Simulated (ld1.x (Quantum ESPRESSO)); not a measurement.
**Reading a pseudo-wave (Bi)**

Columns: radius, all-electron u(r) and pseudo u(r) of the 5d shell (level -27.18 eV) of bismuth in the configuration [Xe] 4f14 5d10 6s2 6p3; LDA (PZ), scalar-relativistic, PAW scheme, ld1.x (Quantum ESPRESSO) 7.5.

| r (bohr) | all-electron | pseudo |
| --- | --- | --- |
| 0.100 | 0.3558 | 0.0062 |
| 0.200 | -0.1266 | 0.0462 |
| 0.300 | -0.5090 | 0.1403 |
| 0.400 | -0.3997 | 0.2872 |
| 0.500 | -0.0448 | 0.4664 |
| 0.600 | 0.3369 | 0.6473 |
| 0.700 | 0.6448 | 0.8022 |
| 0.800 | 0.8526 | 0.9153 |
| 0.900 | 0.9690 | 0.9845 |
| 1.000 | 1.0135 | 1.0144 |
| 1.100 | 1.0072 | 1.0072 |
| 1.200 | 0.9673 | 0.9673 |
| 1.300 | 0.9073 | 0.9073 |
| 1.400 | 0.8366 | 0.8366 |
| 1.500 | 0.7617 | 0.7617 |
| 1.600 | 0.6870 | 0.6870 |
| 1.700 | 0.6151 | 0.6151 |
| 1.800 | 0.5477 | 0.5477 |
| 1.900 | 0.4855 | 0.4855 |
| 2.000 | 0.4288 | 0.4288 |
| 2.100 | 0.3777 | 0.3777 |
| 2.200 | 0.3319 | 0.3319 |
| 2.300 | 0.2911 | 0.2911 |
| 2.400 | 0.2550 | 0.2550 |
| 2.500 | 0.2230 | 0.2230 |
| 2.600 | 0.1948 | 0.1948 |

Problem. How many radial nodes do the two functions have?

Solution. The all-electron 5d function has n − l − 1 = 2; the pseudo-wave has 0, since the states of the same l below it are removed with the core.

Problem. At about which radius was the pseudo-wave matched?

Solution. 1.05 bohr, where the columns begin to agree (steps of 0.10 bohr).

Problem. Where does each function peak?

Solution. Outermost all-electron maximum near 1.00 bohr, pseudo maximum near 1.00 bohr (to the table’s step).

Problem. Is the pseudo-wave norm-conserving?

Solution. No, it belongs to a PAW set: the norm inside the radius is not constrained, and the difference is carried by the augmentation charge.
